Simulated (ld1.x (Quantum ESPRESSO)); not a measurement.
The numbers below are computed, except where a source is named.
# Potentials for Bi compared

Generated with ld1.x 7.5 (TM, RRKJ, ultrasoft, PAW), atompaw 4.2 or ONCVPSP 4.0.1. The cutoff is in Ry: for ld1.x and atompaw files where the sum of valence levels is converged to 10 mRy in a Bessel basis, for ONCV files where the hardest occupied wave has 1 mHa per electron of residual kinetic energy. The error is the largest all-electron minus pseudo excitation energy over each file’s own four to seven test configurations (ionisations up to +4, promotions, holes and added fractions of an electron), all of which were solved. The labels leave out finer settings (local radius, basis sizes, second energies), which also bear on the numbers. Spin-polarised tests are not counted. The rows are a selection from randomly drawn settings: files with unsolved tests, undetermined cutoffs or missed reference levels are left out.

A true bound ghost makes a file unfit for plane-wave use even where its test errors are small: the radial tests pick states by their node count and pass the ghost by.

| potential | cutoff (Ry) | largest error (meV) | bound ghosts |
| --- | --- | --- | --- |
| TM, LDA (PZ), scalar-relativistic, rc 1.40/1.85/1.70 (spd), local smoothed, core correction yes, reference 6s2 6p2.75 | 100 | -97 | s, d, p |
| TM semilocal, PBE, scalar-relativistic, rc 1.90/1.80/1.70 (spd), local d, core correction no, reference 6s2 6p2.5 | 35 | +215 | none |
| TM, PBE, fully relativistic, rc 1.80/2.45/1.50 (spd), local s, core correction yes, reference 5d10 6s2 6p2.75 | 55 | -187 | none |
| PAW, PBEsol, scalar-relativistic, rc 2.05/2.65/1.70/2.35 (spdf), local smoothed, core correction yes, reference 5d10 6s2 6p3 | 40 | -26 | none |
| RRKJ, PBEsol, scalar-relativistic, rc 1.50/2.05/1.30 (spd), local s, core correction yes, reference 5d10 6s2 6p3 | 110 | -98 | none |

Question: Fill in the row for Bi: TM, PBE, scalar-relativistic, rc 1.85/2.35/1.80 (spd), local s, core correction yes, reference 5d10 6s2 6p3.

Answer: cutoff 55 Ry, largest error -194 meV, bound ghosts: none.

Question: Fill in the row for Bi: TM, LDA (PZ), fully relativistic, rc 1.50/2.45/2.35 (spd), local s, core correction yes, reference 6s2 6p3.

Answer: cutoff 55 Ry, largest error -793 meV, bound ghosts: d3/2, d5/2.
